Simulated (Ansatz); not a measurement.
Geometry optimisation, RKS B3LYP-D4/STO-3G in Ansatz.

The input (input.yaml):

```yaml
crystal:
  periodic: [false, false, false]
  atoms:
    - { symbol: Si, position_ang: [0.0, 0.0, 0.0] }
    - { symbol: H, position_ang: [0.0, 0.0, 1.46] }
    - { symbol: H, position_ang: [1.3768, 0.0, -0.4862] }
    - { symbol: O, position_ang: [-0.7913, 1.3709, -0.5594] }
    - { symbol: Si, position_ang: [-2.4002, 1.4263, -1.0396] }
    - { symbol: H, position_ang: [-3.2124, 0.6421, -0.1138] }
    - { symbol: H, position_ang: [-2.862, 2.8114, -1.0378] }
    - { symbol: H, position_ang: [-2.5267, 0.8736, -2.385] }
    - { symbol: O, position_ang: [-0.7913, -1.3709, -0.5594] }
    - { symbol: Si, position_ang: [-1.673, -2.4329, 0.3983] }
    - { symbol: H, position_ang: [-1.2634, -2.287, 1.792] }
    - { symbol: H, position_ang: [-3.0964, -2.1323, 0.2761] }
    - { symbol: H, position_ang: [-1.4264, -3.8036, -0.0398] }
basis:
  gaussian: { orbitals: STO-3G }
hamiltonian:
  xc: b3lyp
  dispersion: d4
relax:
  f_tol: 0.02
  max_steps: 40
```

Run as:

```bash
$ ansatz run input.yaml --threads 1 --pin off --max-ram 2048MiB --backend cpu --events-out ev --progress --plain --runs-dir out
```

Question: Where does it end, and by what steps?

Answer: The forces met the threshold. The force dipped under the threshold on the way, but the program's further checks kept it going. Limits of this set-up: minimal basis. After 35 steps the energy has fallen by 0.188 eV; H6 moved furthest, 1.43 Å.

```csv
step,energy less start (eV),largest force component (eV/Å),accepted
0,0.0000,0.528,yes
2,-0.0725,0.189,yes
4,-0.0804,0.111,yes
6,-0.0822,0.041,yes
8,-0.0831,0.088,yes
10,-0.0850,0.139,yes
12,-0.0887,0.176,yes
14,-0.0945,0.181,yes
16,-0.1044,0.198,yes
18,-0.1170,0.188,yes
20,-0.1289,0.225,yes
22,-0.1422,0.291,yes
24,-0.1594,0.282,yes
26,-0.1770,0.039,yes
28,-0.1805,0.007,yes
30,-0.1835,0.023,yes
32,-0.1856,0.094,yes
34,-0.1872,0.003,yes
35,-0.1878,0.018,yes
```

```xyz
13
Properties=species:S:1:pos:R:3
Si -0.083 -0.084 -0.013
H 0.612 -0.113 1.261
H 0.833 0.267 -1.083
O -1.315 1.056 0.182
Si -2.317 1.379 -1.152
H -3.166 0.250 -1.483
H -3.149 2.500 -0.781
H -1.554 1.722 -2.338
O -0.712 -1.590 -0.451
Si -1.729 -2.383 0.657
H -1.077 -2.592 1.937
H -2.957 -1.649 0.899
H -2.053 -3.664 0.071
```

Whether the end is a true minimum wasn't checked by a vibrational analysis.

The run took 60 s on 1 thread of Intel(R) Xeon(R) 6975P-C (Granite Rapids) (shared host), peak memory 0.14 GiB.
